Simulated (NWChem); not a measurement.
System: CH$_{4}$CdSe; SMILES [SeH][Cd][CH3]

The following NWChem deck was run.

```
start job
memory heap 200 mb stack 900 mb global 1100 mb
geometry units angstroms noautoz
  Cd     0.187238    -0.697305     0.001269
  C      0.736737    -2.736808     0.005420
  H      0.266038    -3.260746    -0.839144
  H      0.416908    -3.215067     0.942713
  H      1.828731    -2.834877    -0.083804
  Se    -0.433367     1.697520    -0.008608
  H     -1.830452     1.375372     0.328921
end
basis spherical
  * library def2-svp
end
ecp
  Cd library def2-ecp
end
dft
  xc b3lyp
  iterations 150
  mulliken
end
task dft energy
```

Coordinates come from a PBE0/def2-SVP optimisation. B3LYP is NWChem's, with the RPA form of VWN correlation. def2 effective core potentials on Cd; no spin-orbit coupling.

**Question.** Predict the main results of this run. (B3LYP/def2-SVP with def2 effective core potentials on Cd.) Quantities: energy (Ha); highest occupied level (eV); orbital gap (eV); dipole (D).

**Answer.** 
```
Item                            Value
---------------------------  --------
energy (Ha)                  -2609.59
highest occupied level (eV)     -6.22
orbital gap (eV)                 5.47
dipole (D)                       1.92
```
